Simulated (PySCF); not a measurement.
## Spinor energies of Br(33+) (bromine, charge +33)

Start: 1s2. Calculated with PySCF 2.14 in an uncontracted even-tempered set (17 s from 5.5 bohr⁻², ratio 2.6; 11 p from 7.2 bohr⁻², ratio 2.6; 6 d from 7.4 bohr⁻², ratio 2.8; 3 f from 330 bohr⁻², ratio 2.8): generalised Hartree-Fock with the X2C-1e Hamiltonian and a Gaussian nucleus; spin-orbit coupling (SO) screened by Boettger's factors.

```tsv
spinor shell	electrons	ε, screened SO (eV)	weight of nominal j (screened SO)	rms radius, screened SO (bohr)
1s1/2	2	-16334.9	1.000	0.0487
```

```
   quantity  screened SO
E (hartree)  -1223.05091
        M_J            0
       ⟨J²⟩        0.000
       ⟨L²⟩        0.000
       ⟨S²⟩        0.000
```
